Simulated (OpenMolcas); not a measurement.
## Multiconfigurational calculation on Re2+

Re2+ among 6 point charges of -0.85 e arranged as a trigonal prism (D3h), 1.92 Å from the ion, with a polar angle of 43.7° against the regular 49.1°.

Input:

```
&GATEWAY
Coord
1

Re 0.0 0.0 0.0
Basis=ANO-RCC-VDZP
Group=NoSym
NoMove
AngMom=0.0 0.0 0.0
AMFI
XField
6 Angstrom 0
1.326470 0.000000 1.388120 -0.850000
-0.663235 1.148757 1.388120 -0.850000
-0.663235 -1.148757 1.388120 -0.850000
1.326470 0.000000 -1.388120 -0.850000
-0.663235 1.148757 -1.388120 -0.850000
-0.663235 -1.148757 -1.388120 -0.850000
&SEWARD
&RASSCF
FileOrb=start.orb
Symmetry=1
Spin=6
nActEl=5 0 0
Inactive=34
Ras2=5
CIRoot=1 1 1
SDav=1
CIMx=300
Iter=120 100
PrWF=0.3
OrbListing=Nothing
MaxOrb=0
>>> COPY $Project.JobIph JOB001
&RASSCF
FileOrb=start.orb
Symmetry=1
Spin=4
nActEl=5 0 0
Inactive=34
Ras2=5
CIRoot=24 24 1
SDav=24
CIMx=300
Iter=120 100
PrWF=0.3
OrbListing=Nothing
MaxOrb=0
>>> COPY $Project.JobIph JOB002
&RASSCF
FileOrb=start.orb
Symmetry=1
Spin=2
nActEl=5 0 0
Inactive=34
Ras2=5
CIRoot=75 75 1
SDav=75
CIMx=300
Iter=120 100
PrWF=0.3
OrbListing=Nothing
MaxOrb=0
>>> COPY $Project.JobIph JOB003
&RASSI
NrOfJobIphs=3 1 24 75
1
1 2 3 4 5 6 7 8 9 10 11 12 13 14 15 16 17 18 19 20 21 22 23 24
1 2 3 4 5 6 7 8 9 10 11 12 13 14 15 16 17 18 19 20 21 22 23 24 25 26 27
28 29 30 31 32 33 34 35 36 37 38 39 40 41 42 43 44 45 46 47 48 49 50 51
52 53 54 55 56 57 58 59 60 61 62 63 64 65 66 67 68 69 70 71 72 73 74 75
IphNames
JOB001
JOB002
JOB003
EJob
SpinOrbit
DIPRint=1.0
SOCoupling=1000.0
Subsets=2
Property=9
'ANGMOM' 1 'ANGMOM' 2 'ANGMOM' 3 'MLTPL  1' 1 'MLTPL  1' 2 'MLTPL  1' 3
'AMFI' 1 'AMFI' 2 'AMFI' 3
SOProperty=3
'ANGMOM' 1 'ANGMOM' 2 'ANGMOM' 3
```

Launched by
```bash
OMP_NUM_THREADS=1 MOLCAS_MEM=1689 MOLCAS_PROJECT=a pymolcas a.inp > a.log  # once for each step of the input, in one work folder
```

A driver script runs the steps one by one and writes start.orb anew before each from the orbitals found so far.

Output, cut to the results:

```
--- SEWARD ---
Basis set label: RE.ANO-RCC...7S6P4D2F1G.

      Electronic valence basis set:
      ------------------
      Associated Effective Charge  75.000000 au
      Associated Actual Charge     75.000000 au
      Nuclear Model: Point charge

      Shell  nPrim  nBasis  Cartesian Spherical Contaminant
         s      24       7        X
         p      21       6        X
         d      15       4                 X
         f      11       2                 X
         g       4       1                 X
                  Relativistic Douglas-Kroll-Hess integrals:
                    - DKH order of Hamiltonian: 2
                    - DKH order of Properties : 0
                  Atomic mean-field integrals
--- RASSCF ---
Wave function specifications:
      -----------------------------

      Number of closed shell electrons          68
      Number of electrons in active shells       5
      Max number of holes in RAS1 space          0
      Max nr of electrons in RAS3 space          0
      Number of inactive orbitals               34
      Number of active orbitals                  5
      Number of secondary orbitals              29
      Spin quantum number                      2.5
      State symmetry                             1
Orbital specifications:
      -----------------------

      Symmetry species                           1
                                                 a
      Frozen orbitals                            0
      Inactive orbitals                         34
      Active orbitals                            5
      RAS1 orbitals                              0
      RAS2 orbitals                              5
      RAS3 orbitals                              0
      Secondary orbitals                        29
      Deleted orbitals                           0
      Number of basis functions                 68
      Number of CSFs                             1
      Number of root(s) required                 1
      Iter CI   SX   CI       RASSCF       Energy    max ROT     max BLB   max BLB  Level Ln srch  Step   QN
          iter iter root      energy       change     param      element    value   shift minimum  type update
 Nr of preliminary CI iterations:   1
      Total energies have been shifted. Add               -16000.00 au
        1   1    8    1  -678.60862885    0.00E+00   1.02E-01*  36  49 1  9.58E-02*  0.37   0.00    SX    NO
        2   1    8    1  -678.64201213   -3.34E-02*  9.19E-02   24  53 1 -5.46E-02*  0.39   0.00    SX    NO
        3   1    8    1  -678.65325962   -1.12E-02*  7.24E-02   30  59 1  4.29E-02*  0.36   0.00    SX    NO
        4   1    8    1  -678.66013566   -6.88E-03* -6.23E-02   37  40 1  3.38E-02*  0.36   0.00    SX    NO
        5   1    7    1  -678.66446654   -4.33E-03*  1.08E-01*  37  40 1  2.62E-02*  0.34   1.45    QN   YES
        6   1    7    1  -678.66949088   -5.02E-03*  9.60E-02   24  53 1  2.52E-02*  0.32   2.11    LS   YES
        7   1    7    1  -678.67138379   -1.89E-03*  3.13E-02   27  56 1  2.61E-02*  0.31   1.27    QN   YES
        8   1    7    1  -678.67212383   -7.40E-04*  9.08E-03   27  56 1  4.57E-03*  0.31   1.29    QN   YES
        9   1    6    1  -678.67222236   -9.85E-05* -4.58E-03   39  42 1 -1.84E-03*  0.31   1.40    QN   YES
       10   1    6    1  -678.67224831   -2.60E-05*  2.10E-03   27  56 1 -1.42E-03*  0.31   1.37    QN   YES
       11   1    5    1  -678.67225285   -4.54E-06*  2.41E-04   27  56 1 -3.69E-04*  0.31   1.17    QN   YES
       12   1    5    1  -678.67225310   -2.51E-07*  5.92E-05   37  50 1  5.07E-05   0.31   1.15    QN   YES
       13   1    4    1  -678.67225311   -1.11E-08* -1.49E-05   24  53 1  1.40E-05   0.31   1.14    QN   YES
       14   1    4    1  -678.67225311   -5.24E-10  -5.87E-06   24  53 1  3.56E-06   0.31   1.21    QN   YES
      Convergence after 14 iterations
       15   1    4    1  -678.67225311   -5.46E-11  -5.87E-06   37  41 1 -8.64E-07   0.31   1.21    QN   YES
      Natural orbitals and occupation numbers for root  1
      sym 1:   1.000000   1.000000   1.000000   1.000000   1.000000
::    RASSCF root number  1 Total energy: -16678.67225311
--- RASSCF ---
Wave function specifications:
      -----------------------------

      Number of closed shell electrons          68
      Number of electrons in active shells       5
      Max number of holes in RAS1 space          0
      Max nr of electrons in RAS3 space          0
...
--- RASSI ---
SPIN-FREE ENERGIES:
  (Shifted by EMIN (a.u.) =     -16678.6722531134)

 SF State       Relative EMIN(au)   Rel lowest level(eV)    D:o, cm**(-1)      L_eff

     1             0.0000000000        0.0000000000              0.0000         0.0
     2             0.0577345405        1.5710368815          12671.2670         2.7
     3             0.0577345470        1.5710370592          12671.2684         2.7
     4             0.0768831564        2.0920972640          16873.9024         3.7
     5             0.0776022386        2.1116644873          17031.7227         3.7
     6             0.0872402428        2.3739279428          19147.0201         2.6
     7             0.0872402428        2.3739279428          19147.0201         2.6
     8             0.0884092396        2.4057379663          19403.5853         3.4
    26             0.0957713574        2.6060713975          21019.3834         4.5
    27             0.0957713587        2.6060714332          21019.3836         4.5
     9             0.1035548689        2.8178715359          22727.6667         2.3
    10             0.1035548830        2.8178719189          22727.6698         2.3
    11             0.1062903425        2.8923075641          23328.0337         3.2
    12             0.1062903425        2.8923075641          23328.0337         3.2
    28             0.1087415684        2.9590088180          23866.0156         2.7
    29             0.1087415756        2.9590090153          23866.0172         2.7
    13             0.1092813798        2.9736978362          23984.4906         3.9
    14             0.1092813798        2.9736978362          23984.4906         3.9
    30             0.1131037601        3.0777101017          24823.4061         5.0
    31             0.1148104419        3.1241512788          25197.9794         5.1
    32             0.1155738453        3.1449245446          25365.5271         5.3
...
```

Spin-orbit levels above the lowest (labels of D3, the rotations of D3h):

| E (cm-1) | Degeneracy | Label | 2S+1 | g |
| --- | --- | --- | --- | --- |
| 0.0 | 2 | E1/2 | 6 (88 %) | 0.00 0.00 9.75 |
| 242.8 | 2 | E3/2 | 6 | 0.00 0.00 5.88 |
| 289.4 | 2 | E1/2 | 6 | 1.95 5.88 5.88 |
| 11304 | 2 | E1/2 | 4 (69 %) | 0.01 0.01 7.32 |
| 12243 | 2 | E1/2 | 4 (80 %) | 0.02 0.02 0.04 |
| 13052 | 2 | E3/2 | 4 | 0.00 0.00 3.82 |
| 13872 | 2 | E1/2 | 4 | 0.55 0.55 3.83 |
| 16171 | 2 | E1/2 | 4 (90 %) | 2.17 2.17 6.11 |
| 16418 | 2 | E1/2 | 4 (87 %) | 2.21 2.21 2.75 |
| 16991 | 2 | E3/2 | 4 | 0.00 0.00 11.61 |
| 17503 | 2 | E3/2 | 4 (80 %) | 0.00 0.00 0.50 |
| 18762 | 2 | E1/2 | 4 (78 %) | 0.45 2.23 2.23 |
| 18995 | 2 | E3/2 | 4 (83 %) | 0.00 0.00 4.86 |
| 19426 | 2 | E1/2 | 4 (79 %) | 0.26 0.26 9.32 |
| 19733 | 2 | E1/2 | 4 (69 %) | 0.09 0.09 5.98 |
| 20017 | 2 | E1/2 | 4 | 0.00 0.75 0.75 |
| 20217 | 2 | E3/2 | 4 (87 %) | 0.00 0.00 3.61 |
| 20738 | 2 | E3/2 | 4 | 0.00 0.00 2.64 |
| 21548 | 2 | E1/2 | 4 (78 %) | 0.56 0.95 0.95 |
| 21617 | 2 | E1/2 | 4 (80 %) | 0.11 0.11 6.01 |

Without dynamic correlation the repulsion within the d shell is too large (B by tens of per cent), so at a given field states of lower spin stand too high. Point charges give a weaker field than real ligands, and real ions of this kind are as a rule low spin; the high spin found here belongs to the model. This is an electrostatic model: the charges have no orbitals. No measured value stands beside these numbers.

The RASSCF and RASSI steps took 33 s on 1 thread of Arm Neoverse V1, on a shared host; the integral step is not counted.
